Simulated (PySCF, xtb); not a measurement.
CH3Se, SMILES C[Se] (connectivity only; charge and spin as stated), charge -1, multiplicity 1.

Harmonic wavenumbers (cm⁻¹) from GFN2-xTB (xtb) at its own minimum, in rising order: 579, 928, 929, 1296, 1469, 1469, 2990, 2991, 2992.

Task: What does PySCF with PBE0-D3(BJ)/def2-TZVPD give at its own minimum? (An estimate is asked for; the answer gives what the named calculation found.)

Result: 595, 866, 866, 1255, 1463, 1463, 3012, 3080, 3080. Paired by order, the mean absolute difference is 44 cm⁻¹ and the zero-point energies are 22.4 and 22.4 kcal/mol.
